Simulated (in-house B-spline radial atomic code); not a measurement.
Neutral tin is squeezed into an impenetrable sphere of radius R (the orbitals vanish at R). Method: Dirac-Hartree-Fock, average of configuration, Fermi nucleus of rms radius 4.6519 fm. Calculated with a B-spline radial code for spherical atoms.

Energies in eV above the free atom in [Kr] 4d10 5s2 5p2:

```
R (bohr)  highest level (eV)  [Kr] 4d10 5s2 5p2  [Kr] 4d10 5s2 5p1 5d1  [Kr] 4d9 5s2 5p2 5f1
    8.54               -6.46            0.08677                  6.549                 43.81
    5.82               -5.22               1.78                  11.32                 57.45
    4.76               -2.84              6.179                  18.69                 70.79
    4.01                1.39               15.8                  32.12                 90.98
     3.8                3.39              20.84                  38.68                 100.2
    3.26                11.8              44.47                  67.66                 138.7
    2.44                49.3              173.6                  211.2                 313.7
    2.09                92.5              352.1                  398.8                   531
     1.6                 247               1147                   1207                  1429
    1.52                 295               1427                   1489                  1737
```

Does [Kr] 4d10 5s2 5p1 5d1 fall below [Kr] 4d10 5s2 5p2 under compression?

No, it stays above over the whole range.

Does [Kr] 4d9 5s2 5p2 5f1 fall below [Kr] 4d10 5s2 5p2 under compression?

No, it stays above over the whole range.

The highest level is first positive in the row R = 4.01 bohr, pushed up by confinement above the zero of the free ion's potential. Each configuration is held fixed and needn't be the lowest in the sphere.
